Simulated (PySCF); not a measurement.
C5H4F2O, SMILES F[C@H]1C(/C(=C/F)C1)=O.

Coordinates come from a PBE0-D3(BJ)/def2-SVP optimisation. The structure was generated by enumeration; whether it is a known compound was not checked.

Computed with PBE0-D3(BJ)/def2-SVP (PySCF).

Frequencies are harmonic and unscaled.

Q: List the normal modes with their intensities. (Estimate from the structure and the level; the computed values follow.)

A: 
```json
[
 {"mode": "1", "ν (cm⁻¹)": "69", "IR (km/mol)": "0.5", "moving atoms (share of kinetic energy)": "F 42 %, C 39 %, H 16 %"},
 {"mode": "2", "ν (cm⁻¹)": "138", "IR (km/mol)": "4.6", "moving atoms (share of kinetic energy)": "F 50 %, C 29 %, O 16 %"},
 {"mode": "3", "ν (cm⁻¹)": "179", "IR (km/mol)": "3.4", "moving atoms (share of kinetic energy)": "C 47 %, O 24 %, F 20 %, H 9 %"},
 {"mode": "4", "ν (cm⁻¹)": "236", "IR (km/mol)": "1.8", "moving atoms (share of kinetic energy)": "F 46 %, O 33 %, C 18 %"},
 {"mode": "5", "ν (cm⁻¹)": "355", "IR (km/mol)": "6.2", "moving atoms (share of kinetic energy)": "F 42 %, C 32 %, O 17 %, H 9 %"},
 {"mode": "6", "ν (cm⁻¹)": "401", "IR (km/mol)": "13.7", "moving atoms (share of kinetic energy)": "C 50 %, H 24 %, F 21 %"},
 {"mode": "7", "ν (cm⁻¹)": "410", "IR (km/mol)": "7.1", "moving atoms (share of kinetic energy)": "C 45 %, H 34 %, F 20 %"},
 {"mode": "8", "ν (cm⁻¹)": "560", "IR (km/mol)": "8.1", "moving atoms (share of kinetic energy)": "C 53 %, F 22 %, H 18 %"},
 {"mode": "9", "ν (cm⁻¹)": "656", "IR (km/mol)": "11.9", "moving atoms (share of kinetic energy)": "C 55 %, O 21 %, H 19 %"},
 {"mode": "10", "ν (cm⁻¹)": "758", "IR (km/mol)": "15.5", "moving atoms (share of kinetic energy)": "C 67 %, H 23 %"},
 {"mode": "11", "ν (cm⁻¹)": "848", "IR (km/mol)": "18.8", "moving atoms (share of kinetic energy)": "C 65 %, H 16 %, O 15 %"},
 {"mode": "12", "ν (cm⁻¹)": "875", "IR (km/mol)": "28.4", "moving atoms (share of kinetic energy)": "C 57 %, H 29 %, F 11 %"},
 {"mode": "13", "ν (cm⁻¹)": "917", "IR (km/mol)": "7.0", "moving atoms (share of kinetic energy)": "H 62 %, C 37 %"},
 {"mode": "14", "ν (cm⁻¹)": "1012", "IR (km/mol)": "43.9", "moving atoms (share of kinetic energy)": "C 63 %, H 34 %"},
 {"mode": "15", "ν (cm⁻¹)": "1025", "IR (km/mol)": "12.5", "moving atoms (share of kinetic energy)": "C 70 %, H 28 %"},
 {"mode": "16", "ν (cm⁻¹)": "1102", "IR (km/mol)": "34.6", "moving atoms (share of kinetic energy)": "H 68 %, C 29 %"},
 {"mode": "17", "ν (cm⁻¹)": "1159", "IR (km/mol)": "44.9", "moving atoms (share of kinetic energy)": "C 68 %, H 30 %"},
 {"mode": "18", "ν (cm⁻¹)": "1187", "IR (km/mol)": "126.7", "moving atoms (share of kinetic energy)": "C 54 %, H 32 %, F 13 %"},
 {"mode": "19", "ν (cm⁻¹)": "1229", "IR (km/mol)": "33.9", "moving atoms (share of kinetic energy)": "H 40 %, C 39 %, F 21 %"},
 {"mode": "20", "ν (cm⁻¹)": "1235", "IR (km/mol)": "9.7", "moving atoms (share of kinetic energy)": "H 57 %, C 35 %"},
 {"mode": "21", "ν (cm⁻¹)": "1266", "IR (km/mol)": "48.5", "moving atoms (share of kinetic energy)": "H 50 %, C 34 %, F 15 %"},
 {"mode": "22", "ν (cm⁻¹)": "1371", "IR (km/mol)": "14.7", "moving atoms (share of kinetic energy)": "H 57 %, C 41 %"},
 {"mode": "23", "ν (cm⁻¹)": "1391", "IR (km/mol)": "23.7", "moving atoms (share of kinetic energy)": "H 55 %, C 43 %"},
 {"mode": "24", "ν (cm⁻¹)": "1439", "IR (km/mol)": "4.6", "moving atoms (share of kinetic energy)": "H 84 %, C 16 %"},
 {"mode": "25", "ν (cm⁻¹)": "1793", "IR (km/mol)": "362.6", "moving atoms (share of kinetic energy)": "C 96 %"},
 {"mode": "26", "ν (cm⁻¹)": "1929", "IR (km/mol)": "237.9", "moving atoms (share of kinetic energy)": "C 65 %, O 34 %"},
 {"mode": "27", "ν (cm⁻¹)": "3072", "IR (km/mol)": "14.4", "moving atoms (share of kinetic energy)": "H 92 %"},
 {"mode": "28", "ν (cm⁻¹)": "3090", "IR (km/mol)": "3.4", "moving atoms (share of kinetic energy)": "H 94 %"},
 {"mode": "29", "ν (cm⁻¹)": "3163", "IR (km/mol)": "3.5", "moving atoms (share of kinetic energy)": "H 90 %, C 10 %"},
 {"mode": "30", "ν (cm⁻¹)": "3226", "IR (km/mol)": "1.0", "moving atoms (share of kinetic energy)": "H 91 %, C 9 %"}
]
```
